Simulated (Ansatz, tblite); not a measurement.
Spin states of AuF₂⁻, each relaxed with PBE-D4/def2-TZVPD in Ansatz. Electronic energies in the gas phase.

In the def2 sets Au takes a core potential; there is no spin–orbit coupling. The xTB rows come from tblite. B3LYP takes the VWN-RPA correlation. Correlated methods freeze 2 core orbitals; core or outer-core shells of Au are correlated, in sets that lack core-valence functions. In CCSD on the charge -1 quintet the largest single amplitude is 0.25, so its Hartree–Fock determinant may place the open shell otherwise than the density functionals do. HOMO above LUMO, or a gap near zero within one spin, warns that the state may not be the lowest or that an electron is smeared out. The structure comes from a short search, and lower isomers may exist.

Singlet geometry (D∞h within 0.1 Å):

```xyz
3

Au    0.0000    0.0000    0.0000
F    -0.5694    1.2003   -1.4888
F     0.5694   -1.2003    1.4888
```

Triplet geometry (C2v within 0.1 Å):

```xyz
3

Au    0.418    0.545    0.621
F     1.148   -1.062   -0.532
F    -1.566    0.517   -0.089
```

Quintet geometry (D∞h within 0.1 Å):

```xyz
3

Au    0.000    0.000    0.000
F    -0.086    1.427    1.658
F     0.086   -1.427   -1.658
```

Only these spin states were relaxed.

Second-order perturbation terms are unreliable where d shells bring near-degenerate states, and here MP2/def2-TZVPD, MP2/def2-TZVPPD lie more than 0.4 eV from the median of the functionals without such a term.

Question: Estimate which spin state lies lowest at each of these levels, and by how much: GFN1-xTB; GFN2-xTB; HF/def2-TZVPD; HF/def2-TZVPPD; PBE-D4/def2-TZVPD; revPBE-D4/def2-TZVPD; r2SCAN-D4/def2-TZVPD; B97M-V/def2-TZVPD; B3LYP-D4/def2-TZVPD; PBE0-D4/def2-TZVPD; r2SCAN0-D4/def2-TZVPD; ωB97X-V/def2-TZVPD; RPA@PBE/def2-TZVPD; MP2/def2-TZVPD; MP2/def2-TZVPPD; CCSD/def2-TZVPPD; CCSD(T)/def2-TZVPPD.

Answer: 
| level | triplet − singlet (kJ/mol) | quintet − singlet (kJ/mol) | lowest of these | remarks |
| --- | --- | --- | --- | --- |
| GFN1-xTB | 310.0 | 937.1 | singlet | – |
| GFN2-xTB | 432.1 | 1414.7 | singlet | – |
| HF/def2-TZVPD | 227.7 | 905.8 | singlet | – |
| HF/def2-TZVPPD | 223.4 | 899.3 | singlet | – |
| PBE-D4/def2-TZVPD | 265.7 | 862.7 | singlet | HOMO above zero (quintet), HOMO above zero (triplet) |
| revPBE-D4/def2-TZVPD | 258.7 | 851.2 | singlet | HOMO above zero (quintet), HOMO above zero (triplet) |
| r2SCAN-D4/def2-TZVPD | 259.0 | 881.8 | singlet | HOMO above zero (quintet) |
| B97M-V/def2-TZVPD | 275.1 | 913.3 | singlet | HOMO above zero (quintet), HOMO above zero (triplet), gap within one spin near zero (quintet) |
| B3LYP-D4/def2-TZVPD | 275.3 | 920.1 | singlet | HOMO above zero (quintet) |
| PBE0-D4/def2-TZVPD | 277.6 | 927.1 | singlet | HOMO above zero (quintet) |
| r2SCAN0-D4/def2-TZVPD | 269.1 | 935.4 | singlet | HOMO above zero (quintet) |
| ωB97X-V/def2-TZVPD | 298.5 | 988.7 | singlet | HOMO above zero (quintet) |
| RPA@PBE/def2-TZVPD | 270.4 | 849.2 | singlet | – |
| MP2/def2-TZVPD | 332.6 | 1107.8 | singlet | – |
| MP2/def2-TZVPPD | 346.1 | 1139.8 | singlet | – |
| CCSD/def2-TZVPPD | 297.8 | 1069.6 | singlet | – |
| CCSD(T)/def2-TZVPPD | 301.6 | 1079.2 | singlet | – |

Change of the quintet − singlet gap on mixing in exact exchange, in kJ/mol: PBE to PBE0 (25 % exact exchange) 64.4; r2SCAN to r2SCAN0 (25 % exact exchange) 53.6. The xTB methods have no spin-polarisation term.

```tsv
state	donor atoms	mean metal–ligand distance (Å)	range (Å)	Mulliken spin on the metal (PBE0)
singlet	2	1.995	2.00–2.00	0
triplet	2	2.108	2.11–2.11	1.65
quintet	2	2.189	2.19–2.19	3.38
```

⟨S²⟩ at PBE0-D4/def2-TZVPD: singlet 0.00 (pure 0.00), triplet 2.01 (pure 2.00), quintet 6.01 (pure 6.00).
